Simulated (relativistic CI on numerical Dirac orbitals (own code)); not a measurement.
**Slater and spin-orbit integrals, Pt58+**

These numbers are calculated, not measured: Dirac-Coulomb-Breit CI, orbitals from a KLI potential per configuration, model QED (radiative potential, 1s self-energy scaled to tabulated hydrogen-like ionisation energies), unscaled Slater integrals (own radial code, finite nucleus).

Slater integrals F^k, G^k are unscaled and averaged over j, outside the closed core [Ne]; ζ comes from projecting the Hamiltonian with its Breit term on Σ l·s of the shell.

- 3s2 3p6 3d2: F^2(3d,3d) = 658850, F^4(3d,3d) = 426250, ζ(3d) = 313450 cm⁻¹; <r>(3d) = 0.1556, <r^2>(3d) = 0.028 (bohr units).
- 3s2 3p5 3d3: ζ(3p) = 2.3402e+06, F^2(3d,3d) = 658050, F^4(3d,3d) = 425720, F^2(3p,3d) = 564730, G^1(3p,3d) = 592630, G^3(3p,3d) = 398060, ζ(3d) = 311190 cm⁻¹; <r>(3p) = 0.1744, <r^2>(3p) = 0.0353, <r>(3d) = 0.1558, <r^2>(3d) = 0.02806 (bohr units).
- 3s 3p6 3d3: F^2(3d,3d) = 657750, F^4(3d,3d) = 425520, G^2(3s,3d) = 459880, ζ(3d) = 312420 cm⁻¹; <r>(3s) = 0.1764, <r^2>(3s) = 0.03564, <r>(3d) = 0.1559, <r^2>(3d) = 0.02808 (bohr units).

(1) Give the Racah parameters of the d shell in 3s2 3p6 3d2.

Averages of the first 10 configurations, taken without configuration mixing, which lowers the lowest level and can move excited configurations by several eV; other configurations of the list can lie among them:

```
 Configuration  Parity  States  Average energy above the lowest level (eV)
   3s2 3p6 3d2    even      45                                       123.4
   3s2 3p5 3d3     odd     720                                       633.5
    3s 3p6 3d3    even     240                                      1166.9
 3s2 3p6 3d 4s    even      20                                      2423.6
 3s2 3p6 3d 4p     odd      60                                      2627.8
 3s2 3p6 3d 4d    even     100                                      2834.5
3s2 3p5 3d2 4s     odd     540                                      2922.3
 3s2 3p6 3d 4f     odd     140                                      2975.2
3s2 3p5 3d2 4p    even    1620                                      3126.9
3s2 3p5 3d2 4d     odd    2700                                      3332.9
```

Answers

(1) B = F²/49 − 5F⁴/441 = 8613 cm⁻¹ and C = 35F⁴/441 = 33830 cm⁻¹.
